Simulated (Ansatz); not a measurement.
Reaction (homolysis of the H–Sb bond): `[SbH3]` → H• + `[SbH2]`•

Program: Ansatz. Geometries: PBE0-D4/def2-TZVP. ΔE: electronic, gas phase. CCSD(T)/CBS adds triple-zeta CCSD(T) − MP2 to the extrapolated MP2 energy (def2 sets, frozen cores). This one scheme is used for every species, atoms too. DFT in def2-TZVPP. HSE06 is defined as in plane-wave codes. No spin–orbit coupling; open shells (•) take unrestricted orbitals. Elements past krypton have def2 core potentials. Bonds to Sb are less sure, by a few kJ/mol each and by 10 to 20 or more in all where they break to atoms, as the def2 sets lack core-valence functions.

(1) What is ΔE at CCSD(T)/CBS? (Estimate.)

(2) What do these levels give: HSE06-D4, r2SCANh, MP2/def2-SVP, HF/def2-TZVPP, SCS-MP2/def2-TZVPP, CCSD/CBS(def2)? (An estimate is asked.)

Largest T1 diagnostic among the species: 0.014.

Answers

(1) Computed: +300.5 kJ/mol.

(2) Ansatz gave: HSE06-D4 284.9, r2SCANh 285.0, MP2/def2-SVP 262.8, HF/def2-TZVPP 201.1, SCS-MP2/def2-TZVPP 290.1, CCSD/CBS(def2) 297.3 kJ/mol.

At CCSD(T), def2-SVP lies −25.1 kJ/mol from the extrapolated value and def2-TZVPP −7.6 kJ/mol: correlation converges slowly with the basis, and small sets miss more of it in the bonded molecule than in its fragments. From BLYP to BHLYP (50 % exact exchange), in def2-TZVPP and without D4, ΔE moves by −3.3 kJ/mol: exact exchange takes away binding that semilocal exchange gives to molecules.
